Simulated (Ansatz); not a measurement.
`C[SiH2][O][GaH2]` → `C[O][GaH2]` + `[SiH2]` at 400 K and 1 bar (silylene formation by 1,1-elimination).

Calculated with Ansatz (gas phase, PBE0-D4/def2-TZVP geometries, no zero-point term in ΔE). CCSD(T)/CBS adds triple-zeta CCSD(T) − MP2 to the extrapolated MP2 energy (def2 sets, frozen cores). This one scheme is used for every species. For Ga outer-core shells are correlated without core-valence functions, which leaves a few kJ/mol of doubt a bond. Scalar relativity is left out up to krypton. Each species was taken in one conformer, which may not be the lowest.

| species | CCSD(T)/CBS energy (Eh) | H − E (kJ/mol) | S (J/(mol·K)) |
| --- | --- | --- | --- |
| `C[SiH2][O][GaH2]` | -2330.52677 | 223.4 | 407.4 |
| `C[O][GaH2]` | -2040.16771 | 169.3 | 328.4 |
| `[SiH2]` | -290.19011 | 44.2 | 218.1 |

H − E and S are ideal-gas, rigid-rotor, harmonic terms from PBE0-D4/def2-TZVP, for one conformer and one mirror image of each species. 1 Eh = 2625.50 kJ/mol, R = 8.31446 J/(mol·K).

**Question.** By hand: ΔE, ΔH, ΔS and ΔG.

**Answer.** ΔE = (-2040.16771) + (-290.19011) − (-2330.52677) = 0.16895 Eh = 443.6 kJ/mol. Δ(H − E) = 169.3 + 44.2 − 223.4 = -9.9, so ΔH = 433.7 kJ/mol. ΔS = 328.4 + 218.1 − 407.4 = 139.1 J/(mol·K). ΔG = 433.7 − 400 × (139.1)/1000 = 378.1 kJ/mol.

**Question.** By hand: the equilibrium constant, and the temperature at which ΔG would vanish if ΔH and ΔS stayed fixed.

**Answer.** log₁₀ K = −ΔG/(RT ln 10) = -49.4. ΔG = 0 at ΔH/ΔS = 3118 K, far beyond where these terms or the molecules hold.

The number of gas molecules changes by +1, which sets the sign of ΔS. A doubt of 5 kJ/mol in ΔE shifts log₁₀ K by 0.7 here. Other conformers and mirror images would add mixing entropy, several J/(mol·K) or more a flexible species. Modes under 60 cm⁻¹, often nearly free rotors, make the harmonic entropy too high. These are equilibria of isolated gas molecules and say nothing of rates. Largest T1 diagnostic: 0.015 (customary marks: 0.02 for closed shells, 0.045 for open ones).
